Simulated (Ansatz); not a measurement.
`C[SiH](F)[SnH3]` + H₂O → `C[SiH](O)F` + `[SnH4]`  (formal hydrolysis of the Si–Sn bond)

Gas-phase electronic energies from Ansatz, PBE0-D4/def2-TZVP geometries. CCSD(T)/CBS is the MP2 limit (def2-TZVPP, def2-QZVPP) plus CCSD(T) − MP2 in def2-TZVPP, frozen cores. This one scheme is used for every species. Functionals use def2-TZVPP. B3LYP here is the variant with VWN-RPA as its local correlation; programs differ in this. Elements past krypton have def2 core potentials. For Sn outer-core shells are correlated without core-valence functions, which leaves a few kJ/mol of doubt a bond. One conformer a species, not always the lowest.

```tsv
level	ΔE (kJ/mol)
PBE-D4	-81.9
r2SCAN-D4	-100.7
PBE0-D4	-88.0
B3LYP-D4	-98.4
B2PLYP	-105.7
HF/def2-TZVPP	-124.7
SCS-MP2/def2-TZVPP	-107.5
HF/def2-QZVPP	-125.1
```

Problem. What does CCSD(T)/CBS give? (An estimate is asked.)

Solution. Computed: -93.2 kJ/mol. The listed levels differ from it by 11.3, -7.5, 5.2, -5.2, -12.5, -31.5, -14.3, -31.9 kJ/mol.

Largest T1 diagnostic among the species: 0.013.

From PBE to PBE0 (25 % exact exchange), in def2-TZVPP and without D4, ΔE moves by −6.1 kJ/mol. In def2-TZVPP, CCSD(T) changes the Hartree–Fock value by +21.7 kJ/mol (the triples alone add +2.6 kJ/mol) and MP2 by +22.0 kJ/mol. The D4 term adds +5.5 kJ/mol with B3LYP and +3.3 kJ/mol with PBE0; it sums over pairs of atoms, weighted by their polarisabilities, and B3LYP, whose exchange is more repulsive, gets the larger term.
